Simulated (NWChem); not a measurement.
System: InHOI2; SMILES [OH][In]([I])[I]

The following NWChem deck was run.

```
start job
memory heap 200 mb stack 900 mb global 1100 mb
geometry units angstroms noautoz
  In     0.688013     0.005242     0.000000
  I     -0.596502    -2.327233     0.000000
  I     -0.584055     2.325896     0.000000
  O      2.674041     0.048022     0.000000
  H      3.054576    -0.839499     0.000000
end
basis spherical
  In library def2-tzvpp
  I library def2-tzvpp
  O library def2-tzvpp
  H library def2-tzvpp
end
ecp
  In library def2-ecp
  I library def2-ecp
end
dft
  xc hfexch
  iterations 150
  semidirect filesize 400000000
  mulliken
end
task dft energy
```

Output (shortened):

```
             Northwest Computational Chemistry Package (NWChem) 7.3.0
             --------------------------------------------------------

 CS  symmetry detected

                             Geometry "geometry" -> ""
                             -------------------------

 Output coordinates in angstroms (scale by  1.889725989 to convert to a.u.)

  No.       Tag          Charge          X              Y              Z
 ---- ---------------- ---------- -------------- -------------- --------------
    1 In                  49.0000     0.71487634     0.00925648     0.00000000
    2 I                   53.0000    -0.56189167    -2.32746812     0.00000000
    3 I                   53.0000    -0.56488535     2.32567656     0.00000000
    4 O                    8.0000     2.70075145     0.05862654     0.00000000
    5 H                    1.0000     3.08422944    -0.82762684     0.00000000

 Effective nuclear repulsion energy (a.u.)    1598.8547692751

      Symmetry information
      --------------------

 Group name             Cs
 Group number              2
 Group order               2
 No. of unique centers     5

 Summary of "ao basis" -> "ao basis" (spherical)
 ------------------------------------------------------------------------------
       Tag                 Description            Shells   Functions and Types
 ---------------- ------------------------------  ------  ---------------------
 In                        def2-tzvpp               16       50   6s5p3d2f
 I                         def2-tzvpp               16       50   6s5p3d2f
 O                         def2-tzvpp               11       31   5s3p2d1f
 H                         def2-tzvpp                6       14   3s2p1d

      Symmetry analysis of basis
      --------------------------

        a'        130
        a"         65

            General Information
            -------------------
          SCF calculation type: DFT
          Wavefunction type:  closed shell.
          No. of atoms     :     5
          No. of electrons :    80
           Alpha electrons :    40
            Beta electrons :    40
          Charge           :     0
          Spin multiplicity:     1
          Use of symmetry is: on ; symmetry adaption is: on
          Maximum number of iterations: 150
          AO basis - number of functions:   195
                     number of shells:    65
          Convergence on energy requested:  1.00D-06
          Convergence on density requested:  1.00D-05
          Convergence on gradient requested:  5.00D-04

              XC Information
              --------------
                     Hartree-Fock (Exact) Exchange  1.000

      Superposition of Atomic Density Guess
      -------------------------------------

 Sum of atomic energies:        -987.66719943

      Non-variational initial energy
      ------------------------------

 Total energy =    -858.246208
 1-e energy   =   -2257.748057
 2-e energy   =    1006.647557
 HOMO         =      -0.351026
 LUMO         =      -0.091158

      Symmetry analysis of molecular orbitals - initial
      -------------------------------------------------

  Numbering of irreducible representations:

     1 a'          2 a"

  Orbital symmetries:

     1 a'          2 a'          3 a'          4 a'          5 a'
     6 a"          7 a'          8 a'          9 a"         10 a'
    11 a'         12 a'         13 a"         14 a'         15 a'
    16 a"         17 a'         18 a'         19 a"         20 a"
    21 a'         22 a'         23 a"         24 a'         25 a'
    26 a'         27 a'         28 a"         29 a"         30 a'
    31 a'         32 a'         33 a'         34 a"         35 a'
    36 a'         37 a"         38 a'         39 a"         40 a'
    41 a'         42 a"         43 a'         44 a'         45 a"
    46 a'         47 a'         48 a'         49 a'         50 a'

------------------------------------------------------------
EAF file 0: "./job.aoints.0" size=230686720 bytes
------------------------------------------------------------
               write      read    awrite     aread      wait
               -----      ----    ------     -----      ----
     calls:      440         0         0         0         0
   data(b): 2.31e+08  0.00e+00  0.00e+00  0.00e+00
   time(s): 0.00e+00  0.00e+00  0.00e+00  0.00e+00  0.00e+00
rate(mb/s): 0.00e+00  0.00e+00
------------------------------------------------------------

     ---------------------------------------------
      Total Density - Mulliken Population Analysis
     ---------------------------------------------

    Atom       Charge   Shell Charges
 -----------   ------   -------------------------------------------------------
    1 In  21    19.54   0.38 -0.81  1.54  0.87  0.62  0.27 -0.41  6.37  0.33  0.19  0.04  8.91  1.08  0.09  0.04  0.00
    2 I   25    25.42   0.19 -0.77  1.58  1.01  1.10  0.86 -0.49  6.45  1.36  2.99  1.14  9.23  0.76  0.03  0.00  0.00
    3 I   25    25.42   0.19 -0.77  1.58  1.01  1.10  0.86 -0.49  6.45  1.36  2.99  1.14  9.23  0.76  0.03  0.00  0.00
    4 O    8     8.96   0.79  1.18  0.61  0.95  0.27  2.04  2.17  0.93  0.00  0.01  0.00
    5 H    1     0.66   0.20  0.31  0.06  0.02  0.05  0.01

   convergence    iter        energy       DeltaE   RMS-Dens  Diis-err
 ---------------- ----- ----------------- --------- --------- ---------
 d= 0,ls=0.0,diis     1   -858.0660950484 -1.25D+03  4.29D-03  7.34D-01
 d= 0,ls=0.0,diis     2   -858.1085652451 -4.25D-02  2.01D-03  5.18D-01
 d= 0,ls=0.0,diis     3   -858.1533391113 -4.48D-02  5.19D-04  2.85D-03
 d= 0,ls=0.0,diis     4   -858.1540074529 -6.68D-04  1.43D-04  3.84D-04
 d= 0,ls=0.0,diis     5   -858.1540863786 -7.89D-05  5.55D-05  6.14D-05
  Resetting Diis
 d= 0,ls=0.0,diis     6   -858.1540957791 -9.40D-06  1.28D-05  4.06D-06
 d= 0,ls=0.0,diis     7   -858.1540966627 -8.84D-07  4.04D-06  4.58D-07

         Total DFT energy =     -858.154096662680
      One electron energy =    -2258.682127322546
           Coulomb energy =     1074.633190209947
    Exchange-Corr. energy =      -66.959451452544
 Nuclear repulsion energy =      392.854291902463

 Numeric. integr. density =        0.000000000000

                  Occupations of the irreducible representations
                  ----------------------------------------------

                     irrep           alpha         beta
                     --------     --------     --------
                     a'               28.0         28.0
                     a"               12.0         12.0

                       DFT Final Molecular Orbital Analysis
                       ------------------------------------

 Vector   38  Occ=2.000000D+00  E=-3.911342D-01  Symmetry=a'
              MO Center= -4.4D-01, -5.9D-01,  4.4D-15, r^2= 6.9D+00
   Bfn.  Coefficient  Atom+Function         Bfn.  Coefficient  Atom+Function
  ----- ------------  ---------------      ----- ------------  ---------------
    66      0.411340  2 I  px                60     -0.325629  2 I  px
   116      0.322453  3 I  px               110     -0.255121  3 I  px
    63      0.250503  2 I  px               113      0.196025  3 I  px
    69      0.185153  2 I  px                67     -0.160230  2 I  py
   119      0.139343  3 I  px                61      0.125122  2 I  py

 Vector   39  Occ=2.000000D+00  E=-3.860095D-01  Symmetry=a"
              MO Center= -5.2D-01,  4.3D-01, -6.0D-16, r^2= 7.1D+00
   Bfn.  Coefficient  Atom+Function         Bfn.  Coefficient  Atom+Function
  ----- ------------  ---------------      ----- ------------  ---------------
   118      0.435368  3 I  pz                68     -0.359738  2 I  pz
   112     -0.344539  3 I  pz                62      0.284854  2 I  pz
   115      0.265151  3 I  pz                65     -0.219257  2 I  pz
   121      0.203570  3 I  pz                71     -0.170967  2 I  pz
    23     -0.068658  1 In d -1             109     -0.043873  3 I  pz

 Vector   40  Occ=2.000000D+00  E=-3.812218D-01  Symmetry=a'
              MO Center= -5.1D-01,  5.7D-01,  1.4D-15, r^2= 7.1D+00
   Bfn.  Coefficient  Atom+Function         Bfn.  Coefficient  Atom+Function
  ----- ------------  ---------------      ----- ------------  ---------------
   116      0.336345  3 I  px               117      0.303567  3 I  py
    67      0.267799  2 I  py               110     -0.264304  3 I  px
   111     -0.242000  3 I  py                66     -0.227983  2 I  px
    61     -0.211997  2 I  py               113      0.205227  3 I  px
   114      0.185668  3 I  py                60      0.180017  2 I  px

 Vector   41  Occ=0.000000D+00  E= 1.552559D-02  Symmetry=a'
              MO Center=  2.4D-01, -6.4D-02,  3.1D-15, r^2= 7.4D+00
   Bfn.  Coefficient  Atom+Function         Bfn.  Coefficient  Atom+Function
  ----- ------------  ---------------      ----- ------------  ---------------
     6      1.315773  1 In s                  2      0.470800  1 In s
    56     -0.402078  2 I  s                 70     -0.404088  2 I  py
   120      0.400607  3 I  py               106     -0.376186  3 I  s
     1     -0.346610  1 In s                  5      0.328502  1 In s
    16     -0.316990  1 In px                 3     -0.278950  1 In s

 Vector   42  Occ=0.000000D+00  E= 3.178405D-02  Symmetry=a"
              MO Center=  6.0D-01, -1.4D-02,  2.9D-15, r^2= 7.3D+00
   Bfn.  Coefficient  Atom+Function         Bfn.  Coefficient  Atom+Function
  ----- ------------  ---------------      ----- ------------  ---------------
    21      0.727645  1 In pz                18      0.395052  1 In pz
    71     -0.280241  2 I  pz               121     -0.281414  3 I  pz
    12     -0.226469  1 In pz                15      0.213795  1 In pz
   164     -0.150994  4 O  pz                62      0.105346  2 I  pz
   112      0.104687  3 I  pz                68     -0.101870  2 I  pz

[...]
```

Level: Hartree-Fock/def2-TZVPP with def2 effective core potentials on In, I. All runs use the structure optimised with PBE0/def2-SVP. def2 effective core potentials on In, I; no spin-orbit coupling.
